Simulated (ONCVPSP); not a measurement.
**Logarithmic derivatives: P (Z = 15), ONCV**

P, optimised norm-conserving Vanderbilt (ONCV), made with ONCVPSP 4.0.1 (PBE, scalar-relativistic). Core [Ne], reference 3s1.75 3p3.25. Waves: 3s: rc 1.45 bohr, ncon 5, nbas 9, qcut 4 1/bohr, 3 projectors, debl 0.8 Ha; 3p: rc 1.25 bohr, ncon 4, nbas 8, qcut 6.8 1/bohr, 2 projectors, debl 3.5 Ha; d scattering state at 0.04 Ha: rc 1.10 bohr, ncon 4, nbas 8, qcut 7.6 1/bohr, 2 projectors, debl 2.2 Ha. Local part: polynomial inside 0.85 bohr (lpopt 4, dvloc0 4 Ha). Core correction: none.

The phase is arctan(r·R′/R) of the radial function R(r), unwrapped; energies in Ha, scanned from -2 to 5 Ha. A pole is an energy at which the radial function vanishes at the test radius. The pseudo phase is shifted by a multiple of π to meet the all-electron one at the reference energy, and phase errors are pseudo minus all-electron; the curves can meet again beyond the range given. Levels narrower than the energy grid can be missing from the lists of poles.

| channel | radius (bohr) | reference energy (Ha) | poles, all-electron | poles, pseudo | unbroken range about the reference energy with phases within 0.05 rad | phase error 1 Ha above the reference energy (rad) |
| --- | --- | --- | --- | --- | --- | --- |
| s | 1.47 | -0.52 | 3.15 | 3.15 | the whole range | +0.000 |
| p | 1.27 | -0.21 | none | -1.70 | above -1.2 | +0.005 |
| d | 1.12 | 0.04 | none | none | the whole range | +0.000 |

Note: ghosts flagged at negative energy: s at -163.1 eV, p at -47.0 eV; GHOST(+) flagged for s at 503.8 eV. A true bound ghost makes a file unfit for plane-wave use.

Phases in the s channel:

```tsv
E (Ha)	all-electron	pseudo
-1.98	0.735	0.735
-1.80	0.634	0.634
-1.62	0.510	0.510
-1.44	0.358	0.358
-1.26	0.177	0.177
-1.08	-0.027	-0.027
-0.90	-0.240	-0.240
-0.72	-0.444	-0.444
-0.54	-0.626	-0.626
-0.36	-0.780	-0.780
-0.18	-0.906	-0.906
0.00	-1.008	-1.008
0.18	-1.092	-1.092
0.36	-1.161	-1.161
0.54	-1.218	-1.218
0.72	-1.266	-1.266
0.90	-1.307	-1.307
1.08	-1.343	-1.343
1.26	-1.374	-1.374
1.44	-1.401	-1.401
1.62	-1.426	-1.426
1.80	-1.448	-1.448
1.98	-1.468	-1.468
2.16	-1.487	-1.487
2.34	-1.504	-1.504
2.52	-1.520	-1.520
2.70	-1.536	-1.536
2.88	-1.550	-1.550
3.06	-1.564	-1.564
3.24	-1.577	-1.577
3.42	-1.590	-1.590
3.60	-1.603	-1.603
3.78	-1.616	-1.616
3.96	-1.629	-1.629
4.14	-1.642	-1.641
4.32	-1.655	-1.654
4.50	-1.668	-1.668
4.68	-1.682	-1.682
4.86	-1.697	-1.696
```
